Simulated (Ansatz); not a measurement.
Isolated molecules relaxed with PBE0-D4/def2-TZVP in Ansatz; ΔE leaves out vibrations. CCSD(T)/CBS is the MP2 limit (def2-TZVPP, def2-QZVPP) plus CCSD(T) − MP2 in def2-TZVPP, frozen cores. This one scheme is used for every species. Functionals use def2-TZVPP.

Reaction (formal exchange of groups at a C–F bond): `FC1CCC1` + SiH₄ → `[SiH3]C1CCC1` + H–F

`FC1CCC1`:

Cartesian coordinates in Å:
```
F 1.967 -1.046 -0.263
C 0.919 -0.173 -0.447
C -0.476 -0.778 -0.583
C -0.990 0.424 0.238
C 0.446 0.615 0.770
H 1.176 0.475 -1.291
H -0.874 -0.951 -1.582
H -0.533 -1.701 -0.002
H -1.299 1.251 -0.403
H -1.776 0.235 0.968
H 0.609 0.025 1.675
H 0.830 1.624 0.919
```

SiH₄:

Z-matrix (Å, degrees):
```
Si
H 1 1.485
H 1 1.485 2 109.5
H 1 1.485 2 109.5 3 -120.0
H 1 1.485 2 109.5 3 120.0
```

`[SiH3]C1CCC1`:

Z-matrix (Å, degrees):
```
Si
C 1 1.872
H 1 1.490 2 110.1
H 1 1.489 2 110.8 3 119.7
H 1 1.489 2 110.7 3 -119.7
C 2 1.552 1 114.2 3 -49.6
C 2 1.552 1 114.2 3 49.7
H 2 1.094 1 108.5 3 -180.0
C 6 1.539 2 88.8 1 98.6
H 6 1.093 2 111.3 1 -148.3
H 6 1.093 2 118.2 1 -22.2
H 7 1.093 2 111.4 1 148.3
H 7 1.093 2 118.2 1 22.2
H 9 1.091 6 117.5 2 138.2
H 9 1.092 6 111.6 2 -95.6
```

H–F:

```xyz
2

F    -0.275    0.234   -0.285
H     0.275   -0.234    0.285
```

Question: Is it downhill or uphill in electronic energy at CCSD(T)/CBS, and by how much? (An estimate is asked.)

Answer: Ansatz gave: Downhill: ΔE = -55.1 kJ/mol.

Question: What do these levels give: PBE-D4, PBE-QIDH, r2SCAN0, CCSD/def2-SVP, HF/def2-TZVPP, HF/def2-QZVPP? (Estimate.)

Answer: The calculation gave: PBE-D4 -43.9, PBE-QIDH -49.9, r2SCAN0 -40.2, CCSD/def2-SVP -27.1, HF/def2-TZVPP -18.1, HF/def2-QZVPP -18.6 kJ/mol.

Largest T1 diagnostic among the species: 0.011.

From BLYP to BHLYP (50 % exact exchange), in def2-TZVPP and without D4, ΔE moves by −5.6 kJ/mol. Leaving LDA and LC-ωPBE aside and taking each functional with its dispersion term where it has one, the values, not all of them listed here, spread over 16.3 kJ/mol, from revPBE-D4 to CAM-B3LYP-D4. LDA lies −3.9 kJ/mol from PBE without D4.
